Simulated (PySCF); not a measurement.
Compound: bromomethane, CH3Br.
SMILES: `CBr`

The closed-shell ground state was solved at several levels (PySCF, density fitting, gas phase). Isolated species at its GFN2-xTB geometry, gas phase. Relativistic effects, spin–orbit coupling among them, are left out although an element past zinc is present.

```tsv
level	basis functions	total energy (Eh)	HOMO (eV)	LUMO (eV)	gap (eV)	dipole (D)
B3LYP/pcJ-1 (pcSseg-1 on Br)	98	-2613.8315	-7.57	-0.13	7.44	1.87
CAM-B3LYP/def2-SVPD	85	-2613.8258	-9.34	0.64	9.98	1.91
```

Task: What might PBE0/pcSseg-1 (73 basis functions) give for the same quantities?

Result: Total energy -2613.4346 Eh, HOMO -7.89 eV, LUMO 0.11 eV, gap 8.00 eV, dipole 1.94 D.

Task: Over all these levels, which gives the widest orbital gap and which the narrowest?

Result: CAM-B3LYP/def2-SVPD (range-separated hybrid) has the widest, 9.98 eV, and B3LYP/pcJ-1 (pcSseg-1 on Br) (global hybrid, 20 % exact exchange) the narrowest, 7.44 eV. Functional and basis both differ between the two, so the spread mixes both effects.

Task: How far do the dipole and the HOMO energy spread over the levels?

Result: The dipole runs from 1.87 to 1.94 D (mean 1.91 D) and the HOMO from -9.34 to -7.57 eV.
